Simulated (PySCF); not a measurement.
VF4, SMILES [F][V]([F])([F])[F] (connectivity only; charge and spin as stated), neutral, multiplicity 2.

Geometry optimised at B3LYP-D3(BJ)/def2-SVP. The multiplicity is an assumed one; other spin states were not compared. The isomer is the one that the SMILES or the coordinates give; other isomers of the formula were not compared.

Two levels are set side by side: PBE/def2-TZVP (PySCF) and PBE0/def2-TZVP (PySCF). Same geometry, gas phase. Differences are taken from unrounded values.

| quantity | PBE |
|---|---|
| α-spin orbital gap (eV) | 0.22 |
| β-spin orbital gap (eV) | 5.60 |
| mean polarisability (bohr³) | 32.1 |

Question: These are the PBE values. What does PBE0 give? (The exact figures need the calculation; the answer reports its results.)

Answer: 
| quantity | PBE0 | PBE minus PBE0 |
|---|---|---|
| α-spin orbital gap (eV) | 4.10 | -3.88 |
| β-spin orbital gap (eV) | 8.60 | -3.01 |
| mean polarisability (bohr³) | 30.0 | 2.1 |

Loosely held outer electrons make PBE densities more polarisable. Differences between two approximate levels are no errors against the true value.

Rough cost on one machine, each run with all the roots and properties that it gave: PBE0 against PBE within a factor of 2.
